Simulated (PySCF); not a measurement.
Sb(F)3 cation (F3Sb), SMILES [F][Sb]([F])[F] (connectivity only; charge and spin as stated), charge +1, multiplicity 2.

Geometry: B3LYP-D3(BJ)/def2-SVP. The multiplicity is an assumed one; other spin states were not compared. The isomer is the one that the SMILES or the coordinates give; other isomers of the formula were not compared. The def2 effective core potentials stand for the cores of Sb; spin–orbit coupling is left out.

All values below come from r2SCAN/def2-TZVPD (PySCF).

Gas-phase values at a fixed geometry.

| Property | Result |
|---|---|
| total energy | -539.56928 hartree |
| point group | C3v |
| α spin, highest occupied and lowest empty level | -16.34 and -9.20 eV |
| β spin, highest occupied and lowest empty level | -17.28 and -14.77 eV |
| dipole moment about the centre of nuclear charge | 2.87 D |
| mean static polarisability | 34.9 bohr³ (5.17 Å³) |
| polarisability, principal values | 28.3, 38.2, 38.2 bohr³ |
| ⟨S²⟩ | 0.756 (pure state 0.75) |
